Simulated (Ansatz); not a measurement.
Species: C2O2Ru (charge 0, triplet). The spin state was set by rule; other spins were not relaxed. 
Coordinates optimised at B3LYP-D3(BJ)/def2-TZVP (Ansatz, a first-principles code):
SMILES: [O+]#[C-]->[Ru]<-[C-]#[O+]
```xyz
5

Ru    -0.0949    -0.4481    -0.4572
O      0.0075     2.5676    -0.5587
C     -0.0510     1.4221    -0.6364
O      0.3984    -0.6509     2.5144
C      0.2057    -0.6916     1.3818
```
Charge 0, spin multiplicity 3.

Quantity: atomisation energy (electronic, to ground-state atoms), in kcal/mol. Cores are frozen in the correlated levels unless marked. UHF or UKS for open shells. No spin-orbit coupling. The frozen core is the preceding noble-gas configuration, with the filled d and f shells of earlier blocks. In def2 rows, elements after Kr have scalar-relativistic effective core potentials. STO-3G rows are all-electron and non-relativistic. The coupled-cluster limit lacks core correlation, which all-electron functionals hold. CBS marks a two-point X^-3 extrapolation of the correlation energy; Hartree-Fock from the larger set. [CCSD(T)-MP2]/basis is that difference in the basis named.

```json
[
 {"level": "PBE-D3(BJ)/def2-TZVPD", "program": "Ansatz + dftd3", "atomisation energy (kcal/mol)": "655.2"},
 {"level": "BLYP-D4/def2-TZVPD", "program": "Ansatz + dftd4", "atomisation energy (kcal/mol)": "629.5"}
]
```

Q: Estimate the value at RI-MP2/CBS(def2-TZVPP,def2-QZVPP)+[CCSD(T)-MP2]/def2-TZVPP as computed with Ansatz.

A: 599.7 kcal/mol
